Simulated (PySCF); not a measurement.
# Excitation energy of Mn⁺ by level of theory

Mn⁺ [Ar] 3d5 4s1 (7S) → Mn⁺ [Ar] 3d4 4s1 5s1 (7D), as a difference of total energies. Computed with PySCF 2.14 in aug-cc-pwCVTZ-DK with one added diffuse shell each of s, p, d, f, g type (11s10p8d5f4g, 152 functions), with scalar relativity by spin-free X2C-1e. The calculations carry no spin-orbit coupling.

```tsv
method	excitation energy (eV)
UHF	15.375
M06	16.616
TPSS	16.466
revPBE	16.508
```

The upper state lies above the first ionisation limit, where it may autoionise and the basis confines it. A Rydberg-like electron needs more diffuse functions than a valence basis has.

The promoted electron is Rydberg-like, and one or two diffuse shells describe it only roughly, which tends to raise the upper state.
